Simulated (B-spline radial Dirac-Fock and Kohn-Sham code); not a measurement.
# Binding energies of Mg⁺

System: Mg⁺ in the configuration [Ne] 3s1; nuclear rms radius 3.057 fm (A = 24).

Input file task.json (cfg lists n, l and occupation; rrms is the nuclear radius in fm):

```json
{"items": [{
  "Z": 12,
  "q": 1,
  "cfg": [[1, 0, 2], [2, 0, 2], [2, 1, 6], [3, 0, 1]],
  "A": 24,
  "rrms": 3.057,
  "do": ["binding"]
}]}
```

Launch: `python xray_run.py task.json out`

Method: ΔSCF Dirac-Fock with Breit, self-energy and vacuum polarisation, finite nucleus, configuration average. Computed with an atomic code on a B-spline grid. Correlation and solid-state effects are left out. Energies are counted from the vacuum level. Subshells whose hole state is unreliable or did not converge are left out.

All terms are in eV, carry their sign (relaxation lowers the binding energy) and add up to the binding energy; ⟨r⟩ is the mean radius of the orbital in the initial state.

| subshell | −ε (Koopmans) | relaxation | Gaunt | retardation | QED | binding energy | ⟨r⟩ (bohr) |
| --- | --- | --- | --- | --- | --- | --- | --- |
| L2 (2p1/2) | 71.01 | -4.27 | -0.03 | 0.00 | 0.00 | 66.71 | 0.682 |
| L3 (2p3/2) | 70.69 | -4.24 | -0.02 | 0.00 | 0.00 | 66.44 | 0.684 |
| M1 (3s) | 14.76 | -0.01 | 0.00 | 0.00 | 0.00 | 14.74 | 2.836 |

Going to the tabulated ground configuration of the next ion removes an electron from M1 (3s), computed at 14.74 eV. NIST lists 15.03527 eV as the ionisation energy of this species (measured), +0.29 eV from the computed value. The gap is mostly the missing electron correlation.
